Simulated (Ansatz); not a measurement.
Cost and result up the ladder for GaH2(CCH) (C2H3Ga) (6 atoms). Total charge 0; singlet. Geometry: PBE-D4/def2-TZVP.

```csv
atom,x (Å),y (Å),z (Å)
Ga1,0.3951,1.1720,-0.4053
H2,-0.6179,2.3648,-0.3012
H3,1.8535,1.3048,-0.9665
C4,-0.1873,-0.5592,0.1919
C5,-0.5587,-1.6582,0.5732
H6,-0.8847,-2.6242,0.9080
```

Ansatz on 4 threads of Arm Neoverse V1 on a shared host. Times are rough, and most runs start from the orbitals of an earlier one. ωB97M-V/def2-TZVP serves as the yardstick here, not as an exact answer. Differences are given only for rows in sets of like size (and for xTB, whose basis is part of the method), since another set adds its own error. Binding counts from free atoms at the same level (Ga doublet, H doublet, C triplet; other spins of the atoms weren't run), without zero-point energy or a counterpoise term.

The 6-31G sets use Cartesian d functions. B3LYP takes the VWN-RPA correlation. Correlated methods freeze 11 core orbitals; core or outer-core shells of Ga are correlated, in sets that lack core-valence functions.

Correlated methods converge slowly with the basis.

```
                 level  functions  binding energy per atom (eV)  difference from ωB97M-V/def2-TZVP (eV)
      PBE0-D4/def2-SVP         75                          3.62                                       –
  r2SCANh-D4/def2-TZVP        128                          3.58                                   -0.01
 LDA (SPW92)/def2-TZVP        128                          4.10                                    0.50
              HF/6-31G         53                          2.51                                       –
      B97M-V/def2-TZVP        128                          3.62                                    0.03
       PBE-D4/def2-SVP         75                          3.68                                       –
    CCSD(T)/def2-TZVPP        152                          3.55                                   -0.05
     PBE0-D4/def2-TZVP        128                          3.60                                    0.00
         MP2/def2-TZVP        128                          3.58                                   -0.01
     ωB97M-V/def2-TZVP        128                          3.60                                    0.00
     BLYP-D4/def2-TZVP        128                          3.58                                   -0.02
CAM-B3LYP-D4/def2-TZVP        128                          3.60                                    0.00
        B3LYP-D4/6-31G         53                          3.56                                       –
      PBE-D4/def2-TZVP        128                          3.67                                    0.07
```

Estimate how long each takes.

HF/6-31G 0.25 s; PBE-D4/def2-SVP 0.45 s; LDA (SPW92)/def2-TZVP 0.6 s; B3LYP-D4/6-31G 0.6 s; PBE0-D4/def2-SVP 0.7 s; MP2/def2-TZVP 0.76 s; PBE-D4/def2-TZVP 0.85 s; BLYP-D4/def2-TZVP 0.9 s; CAM-B3LYP-D4/def2-TZVP 1.3 s; PBE0-D4/def2-TZVP 1.4 s; r2SCANh-D4/def2-TZVP 2 s; B97M-V/def2-TZVP 3.3 s; ωB97M-V/def2-TZVP 3.5 s; CCSD(T)/def2-TZVPP 14 s. On shared hardware such times vary by a factor of up to 3.
